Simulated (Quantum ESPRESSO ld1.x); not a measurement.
Species: Tc III. Configuration: [Kr] 4d5. Method: Dirac Kohn-Sham, LDA (Slater exchange, Gunnarsson-Lundqvist correlation), spin-unpolarised, spherical densities, point nucleus; open shells are shared between the two j in proportion to 2j + 1; computed with ld1.x of Quantum ESPRESSO 7.5.

Unscreened Slater integrals over Kohn-Sham orbitals (hartree). Large and small components are both included. Empty in this configuration: 4f5/2, 4f7/2, 5d3/2, 5d5/2, 5p3/2.

integral,value
"F0(4f5/2,4f5/2)",0.14012
"F2(4f5/2,4f5/2)",0.071713
"F4(4f5/2,4f5/2)",0.046279
"F0(4f5/2,4f7/2)",0.14011
"F2(4f5/2,4f7/2)",0.071711
"F4(4f5/2,4f7/2)",0.046278
"G2(4f5/2,4f7/2)",0.071709
"G4(4f5/2,4f7/2)",0.046277
"G6(4f5/2,4f7/2)",0.033703
"F0(4f5/2,5d5/2)",0.15479
"F2(4f5/2,5d5/2)",0.078147
"F4(4f5/2,5d5/2)",0.050676
"G1(4f5/2,5d5/2)",0.094135
"G3(4f5/2,5d5/2)",0.059163
"G5(4f5/2,5d5/2)",0.041889
"F0(4f5/2,5d3/2)",0.15512
"F2(4f5/2,5d3/2)",0.078220
"G1(4f5/2,5d3/2)",0.094230
"G3(4f5/2,5d3/2)",0.059162
"F0(4f5/2,5p3/2)",0.17372
"F2(4f5/2,5p3/2)",0.070030
"G2(4f5/2,5p3/2)",0.052981
"G4(4f5/2,5p3/2)",0.035299
"F0(4f7/2,4f7/2)",0.14010
"F2(4f7/2,4f7/2)",0.071709
"F4(4f7/2,4f7/2)",0.046277
"F6(4f7/2,4f7/2)",0.033704
"F0(4f7/2,5d5/2)",0.15477
"F2(4f7/2,5d5/2)",0.078141
"F4(4f7/2,5d5/2)",0.050672
"G1(4f7/2,5d5/2)",0.094130
"G3(4f7/2,5d5/2)",0.059160
"G5(4f7/2,5d5/2)",0.041887
"F0(4f7/2,5d3/2)",0.15511
"F2(4f7/2,5d3/2)",0.078214
"G3(4f7/2,5d3/2)",0.059156
"G5(4f7/2,5d3/2)",0.041868
"F0(4f7/2,5p3/2)",0.17370
"F2(4f7/2,5p3/2)",0.070015
"G2(4f7/2,5p3/2)",0.052966
"G4(4f7/2,5p3/2)",0.035289
"F0(5d5/2,5d5/2)",0.17584
"F2(5d5/2,5d5/2)",0.092895
"F4(5d5/2,5d5/2)",0.062589
"F0(5d5/2,5d3/2)",0.17633
"F2(5d5/2,5d3/2)",0.093174
"G2(5d5/2,5d3/2)",0.093165
"G4(5d5/2,5d3/2)",0.062765
"F0(5d5/2,5p3/2)",0.20502
"F2(5d5/2,5p3/2)",0.091457
"G1(5d5/2,5p3/2)",0.088993
"G3(5d5/2,5p3/2)",0.056783
"F0(5d3/2,5d3/2)",0.17684
"F2(5d3/2,5d3/2)",0.093465
"F0(5d3/2,5p3/2)",0.20591
"F2(5d3/2,5p3/2)",0.092384
"G1(5d3/2,5p3/2)",0.090985
"G3(5d3/2,5p3/2)",0.057945
"F0(5p3/2,5p3/2)",0.26877
"F2(5p3/2,5p3/2)",0.14595
